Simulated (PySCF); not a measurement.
Cost against size for one kind of job: TDDFT B3LYP/def2-SVPD, vertical, gas phase, core orbitals frozen in the response (PySCF 2.14.0, density-fitted response routines); work: 8 singlets by full TDDFT, 3 Tamm–Dancoff triplets, polarisability. Hardware: one thread of an Intel Xeon at 2.50 GHz (shared host). Times come from a shared host and carry two figures at best. Peak memory is the resident size of the whole Python process, interpreter and libraries included.

| species (SMILES) | atoms | electrons | basis functions | SCF cycles | wall time | peak memory |
| --- | --- | --- | --- | --- | --- | --- |
| [GeH3][SiH2]C1CCC1 | 18 | 82 | 238 | 10 | 2.4 min | 0.95 GiB |
| C=CC[C@@H]([SiH3])[GeH3] | 18 | 82 | 238 | 12 | ? | ? |
| C=[C](C)[Ge@H]([CH3])[SiH3] | 18 | 82 | 238 | 12 | ? | ? |
| C[C@@H]1C[C@@H]1[SiH2][GeH3] | 18 | 82 | 238 | 11 | ? | ? |
| CC#[C][GeH2][C@H]([SiH3])Cl | 16 | 96 | 241 | 12 | 2.2 min | 1.1 GiB |

Problem. Estimate the withheld figures.

Solution. `C=CC[C@@H]([SiH3])[GeH3]`: 2.4 min, 0.91 GiB; `C=[C](C)[Ge@H]([CH3])[SiH3]`: 2.5 min, 0.91 GiB; `C[C@@H]1C[C@@H]1[SiH2][GeH3]`: 2.4 min, 1.1 GiB.
